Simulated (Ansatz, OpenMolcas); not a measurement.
## A ladder of methods for GaH3 (SMILES [GaH3])

The species is GaH3 (4 atoms), meant as a singlet with charge 0. As SMILES, `[GaH3]`. The coordinates come from a PBE0-D4/def2-TZVP relaxation.

Quantity: the vertical electron affinity (to the doublet anion), in eV. The values are calculated.

The electron affinity is E(neutral) − E(anion): positive where the electron is bound.

| level | kind | program | value (eV) | less CCSD(T)/def2-TZVPPD | CPU time (all runs) |
| --- | --- | --- | --- | --- | --- |
| PBE/def2-TZVPPD | GGA | OpenMolcas | 0.10 | +0.12 | 89 s |
| M06-L/def2-TZVPPD | meta-GGA | OpenMolcas | -0.24 | -0.22 | 2.6 min |
| PBE0/def2-TZVPPD | global hybrid | OpenMolcas | 0.07 | +0.09 | 88 s |
| CAM-B3LYP/def2-TZVPPD | range-separated hybrid | Ansatz | 0.02 | +0.04 | 10 s |
| wB97M-V/def2-TZVPPD | range-separated hybrid | Ansatz | -0.08 | -0.06 | 44 s |
| B2PLYP/def2-TZVPPD | double hybrid | Ansatz | -0.07 | -0.05 | 13 s |
| RPA@PBE0/def2-TZVPPD | RPA | Ansatz | 0.14 | +0.16 | 13 s |
| MP2/def2-TZVPPD | perturbation theory | Ansatz | -0.11 | -0.09 | 5.2 s |
| CCSD(T)/def2-TZVPPD | coupled cluster or CI | Ansatz | -0.02 | 0.00 | 47 s |

Differences are taken from CCSD(T)/def2-TZVPPD for orientation; it has basis-set and higher-order errors of its own. All-electron rows without a relativistic Hamiltonian named are non-relativistic. Where it was recorded, the anion's HOMO is positive in PBE/def2-TZVPPD, M06-L/def2-TZVPPD, PBE0/def2-TZVPPD, CAM-B3LYP/def2-TZVPPD, wB97M-V/def2-TZVPPD, B2PLYP/def2-TZVPPD: a fault of the level (basis or self-interaction), which says nothing on whether the real anion is bound. The values span -0.24 to 0.14 eV. In the correlated wave-function rows the outer d shell of Ga is correlated, in sets not made for it. The levels disagree on the sign; a negative value means an electron held by the basis alone. Negative values mean that the anion is unbound at that level; they are set by how diffuse the basis is and aren't properties of the molecule, whose anion may well be bound. CPU times are rough (shared hosts, several kinds of processor and program).
